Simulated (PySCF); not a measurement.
## Mn: ionisation energy

Mn [Ar] 3d5 4s2 (6S) → Mn⁺ [Ar] 3d5 4s1 (7S), as a difference of total energies. Calculation: PySCF 2.14, in aug-cc-pVDZ; the non-relativistic Hamiltonian (point nucleus). Correlated levels: valence: [Ar] frozen. The calculations carry no spin-orbit coupling.

| method | ionisation energy (eV) | difference from reference (eV) |
| --- | --- | --- |
| UHF | 5.980 | -1.454 |
| LDA | 7.484 | +0.050 |
| PBE | 7.162 | -0.272 |
| PBE0 | 7.027 | -0.407 |
| r2SCAN | 6.874 | -0.560 |
| B2PLYP | 7.307 | -0.127 |
| CAM-B3LYP | 7.465 | +0.031 |
| wB97M-V | 7.448 | +0.014 |
| revPBE | 7.086 | -0.348 |
| MP2 (valence) | 6.913 | -0.521 |
| SCS-MP2 (valence) | 7.109 | -0.325 |

Reference: 7.434 eV (measured; NIST Atomic Spectra Database, ionization energies).

These non-relativistic numbers lack the scalar-relativistic shift.

Errors of the correlated levels include the incompleteness of this basis and the frozen core.

MP2 underrates the near-degeneracy of ns² with np² in the lower species.
